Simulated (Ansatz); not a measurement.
Reaction (redistribution): `F[SiH]1C=N1` + `[NH2][GaH][O][SiH3]` → `N[SiH]1C=N1` + `[F][GaH][O][SiH3]`

Computed with Ansatz on PBE0-D4/def2-TZVP structures; ΔE is electronic, products minus reactants. CBS: MP2 limit from def2 TZ/QZ plus the TZ coupled-cluster correction, frozen cores. Functionals use def2-TZVPP. B3LYP here is the variant with VWN-RPA as its local correlation; programs differ in this. HSE06 is defined as in plane-wave codes. For Ga outer-core shells are correlated without core-valence functions, which leaves a few kJ/mol of doubt a bond. Scalar relativity is left out up to krypton. One conformer a species, not always the lowest.

Task: Is it downhill or uphill in electronic energy at CCSD(T)/CBS, and by how much? (An estimate is asked.)

Result: The calculation gave: Uphill: ΔE = +6.9 kcal/mol.

Task: What do these levels give: BLYP-D4, r2SCANh-D4, HSE06-D4, BHLYP-D4, CAM-B3LYP-D4, PBE, BLYP, r2SCAN, B3LYP, r2SCAN0, RPA@PBE/def2-TZVPP, HF/def2-QZVPP? (Best estimate.)

Result: Computed: BLYP-D4 5.0, r2SCANh-D4 5.5, HSE06-D4 5.0, BHLYP-D4 5.3, CAM-B3LYP-D4 5.4, PBE 4.9, BLYP 5.1, r2SCAN 5.4, B3LYP 5.3, r2SCAN0 5.5, RPA@PBE/def2-TZVPP 6.5, HF/def2-QZVPP 4.4 kcal/mol.

Largest T1 diagnostic among the species: 0.014.

At CCSD(T), def2-SVP lies −3.7 kcal/mol from the extrapolated value and def2-TZVPP −1.0 kcal/mol. In def2-TZVPP, CCSD(T) changes the Hartree–Fock value by +1.4 kcal/mol (the triples alone add +0.0 kcal/mol) and MP2 by +1.2 kcal/mol.
